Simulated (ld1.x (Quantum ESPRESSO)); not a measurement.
## Li, RRKJ: configuration errors across variants

ld1.x (Quantum ESPRESSO) 7.5 input, shortened:

```
&input
   title='Li', zed=3., rel=1, dft='PBE', iswitch=3,
   config='[He] 2s0 2p0 3d-2'
 /
 &inputp
   pseudotype=2, tm=.false., lloc=-1, rcloc=0.75,
   nlcc=.false.
 /
3
1S  1  0   2.00   0.00  0.40  0.40  0.0
2P  2  1   0.00   0.00  4.20  4.20  0.0
3D  3  2  -2.00  -0.10  3.25  3.25  0.0
 &test
   configts(1)='1s2 2s0 2p0'
 /
```

All-electron excitation energies from the reference (eV): (1) 1s2 2s1 2p0 -5.297; (2) 1s2 2s0.5 2p0 -3.248; (3) 1s2 2s0 2p1 -3.510; (4) 1s1 2s1 2p0 63.111.

Tests that are not counted but printed errors over 1 eV. “wave 2p (bound): rc 4.20 bohr becomes 2p (bound): rc 4.72 bohr”: 1s2 2s0 2p1 (solver errors, printed error -1.9 eV). “all radii scaled by about 1.38 (s 0.56, p 5.80, d 4.50 bohr); local potential all-electron potential smoothed inside 1.04 bohr (lloc = -1)”: 1s2 2s0 2p1 (solver errors, printed error -1.9 eV).

2 further variants failed, have other tests or too few solved ones, and are left out.

Errors AE − PS in meV (a dash: test not solved or not reliable):

```csv
change,(1),(2),(3),(4),bound ghosts
base,-2.9,-2.0,+27,-17,none
local potential the p channel,+247,+163,+6.3,+380,none
wave 3d channel at -0.1 Ry: rc 3.25 bohr becomes 3d channel at -0.1 Ry: rc 3.06 bohr,-2.9,-2.0,+27,-17,none
wave 1s (bound): rc 0.40 bohr becomes 1s (bound): rc 0.32 bohr,-2.8,-1.9,+27,-25,none
wave 3d channel at -0.1 Ry: rc 3.25 bohr becomes 3d channel at 1.24 Ry: rc 3.25 bohr,-2.9,-2.0,+27,-17,none
local potential all-electron potential smoothed inside 2.96 bohr (lloc = -1),-346,-230,+23,-1667,none
wave 2p (bound): rc 4.20 bohr becomes 2p (bound): rc 4.72 bohr,-2.9,-2.0,–,-17,none
"all radii scaled by about 1.38 (s 0.56, p 5.80, d 4.50 bohr); local potential all-electron potential smoothed inside 1.04 bohr (lloc = -1)",-13,-9.3,–,-55,none
```

(1) Give the same row for: type TM; local potential the p channel.

## Answers

(1) +247, +164, +6.4, +377; bound ghosts: none.
